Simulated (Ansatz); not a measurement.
The first iterations of a band of BFH3N + H4Si (11 atoms, charge 0, multiplicity 1).

Computed with Ansatz 0.2.0, RKS PBE-D4/6-31G*.

```yaml
movable_images: 7
climbing_image: yes
spring: 5.0 eV/Å²
optimiser: quadratic models (default)
start_path: through a guess of the saddle point
force_threshold: 0.03 eV/Å
iteration_limit: 60
end_points: relaxed
```

Initial state:

```xyz
11
Properties=species:S:1:pos:R:3
B -0.195 -0.739 -0.437
F -0.188 -1.701 0.508
N 0.990 -0.038 -0.721
H 1.874 -0.222 -0.248
H 1.040 0.689 -1.429
H -1.219 -0.494 -1.025
Si 0.424 2.688 1.308
H 0.280 3.920 2.153
H 1.552 2.901 0.343
H -0.849 2.459 0.554
H 0.725 1.519 2.192
```

Final state:

```xyz
11
Properties=species:S:1:pos:R:3
B 0.131 0.747 -0.472
F -0.228 -0.487 1.907
N 1.351 0.026 -0.408
H 1.525 -0.815 -0.962
H 2.199 0.403 0.018
H -0.754 0.245 -1.118
Si -0.040 2.485 0.548
H 1.114 2.659 1.503
H -0.007 3.668 -0.388
H -1.315 2.576 1.333
H 0.458 -0.524 1.237
```

| iteration | highest image above the first end (eV) | largest band force component (eV/Å) |
| --- | --- | --- |
| 1 | 6.028 | 23.650 |
| 2 | 3.931 | 2.134 |
| 3 | 3.443 | 1.311 |
| 4 | 3.403 | 0.855 |
| 5 | 3.243 | 0.610 |
| 6 | 3.135 | 0.627 |
| 7 | 3.077 | 2.736 |
| 8 | 3.051 | 0.437 |
| 9 | 3.015 | 0.244 |
| 10 | 2.977 | 0.307 |
| 11 | 2.954 | 0.443 |
| 12 | 2.926 | 0.504 |
| 13 | 2.858 | 0.620 |
| 14 | 2.786 | 0.793 |
| 15 | 2.728 | 0.965 |
| 16 | 2.689 | 1.007 |
| 17 | 2.659 | 1.238 |
| 18 | 2.628 | 1.229 |
| 19 | 2.615 | 0.648 |
| 20 | 2.595 | 0.754 |

Task: Does the band converge within its limit, and where does its top end?

Result: It did not converge within its limit. It ended after 60 iterations with the highest image 2.523 eV above the first end. The band didn't meet its force threshold, so its energies are provisional: the largest band force was still 0.46 eV/Å, and over the last iterations the top stayed at 2.52 eV. Neighbouring images lie up to 3.8 Å apart, so the band is torn or far too coarse. The orbitals stay closed-shell, which can raise the energy where a bond breaks towards radicals; this wasn't checked here.

Run time: 10 min on 1 thread of Intel(R) Xeon(R) Platinum 8488C (Sapphire Rapids) (shared host), peak memory 0.14 GiB.
